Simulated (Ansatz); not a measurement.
The cluster PAu8⁻, 9 atoms. Hardware: 4 threads of Arm Neoverse V1 on a shared host.

In the def2 sets Au takes a core potential; there is no spin–orbit coupling. Correlated methods freeze 5 core orbitals; core or outer-core shells of Au are correlated, in sets that lack core-valence functions.

(1) How many basis functions does each of these Ansatz runs have, and roughly what does it cost? LDA (SPW92)/def2-SVP, charge -1 singlet, energy, from earlier orbitals; BHLYP-D4/def2-SVP, charge -1 singlet, energy, from earlier orbitals; PBE0-D4/def2-SVP, charge -1 singlet, energy, from earlier orbitals; HF/def2-SVP, charge -1 singlet, energy, from earlier orbitals; r2SCAN-D4/def2-SVP, charge -1 singlet, energy, from earlier orbitals; RPA@PBE/def2-SVPD, charge -1 singlet, energy, from earlier orbitals; PBE-D4/def2-SVP, charge -1 singlet, energy with a search over starts; PBE0-D4/def2-SVPD, charge -1 singlet, relaxation, 27 steps; PBE-D4/def2-SVP, charge -1 singlet, energy and forces, from earlier orbitals.

Results:

(1) Other jobs shared the machine, so times can vary by a factor of up to 3.

| run | functions | fitting or Cholesky vectors | wall time | peak host memory (GiB) |
| --- | --- | --- | --- | --- |
| LDA (SPW92)/def2-SVP, charge -1 singlet, energy, from earlier orbitals | 274 | 2767 | 6 s | 0.64 |
| PBE-D4/def2-SVP, charge -1 singlet, energy and forces, from earlier orbitals | 274 | 2767 | 15 s | 0.65 |
| HF/def2-SVP, charge -1 singlet, energy, from earlier orbitals | 274 | 2766 | 15 s | 1.4 |
| PBE-D4/def2-SVP, charge -1 singlet, energy with a search over starts | 274 | 2767 | 19 s | 0.65 |
| PBE0-D4/def2-SVP, charge -1 singlet, energy, from earlier orbitals | 274 | 2766 | 27 s | 1.5 |
| BHLYP-D4/def2-SVP, charge -1 singlet, energy, from earlier orbitals | 274 | 2766 | 30 s | 1.5 |
| r2SCAN-D4/def2-SVP, charge -1 singlet, energy, from earlier orbitals | 274 | 2767 | 35 s | 0.75 |
| RPA@PBE/def2-SVPD, charge -1 singlet, energy, from earlier orbitals | 304 | 2831 | 58 s | 1.9 |
| PBE0-D4/def2-SVPD, charge -1 singlet, relaxation, 27 steps | 304 | 3187 | 15 min | 2 |
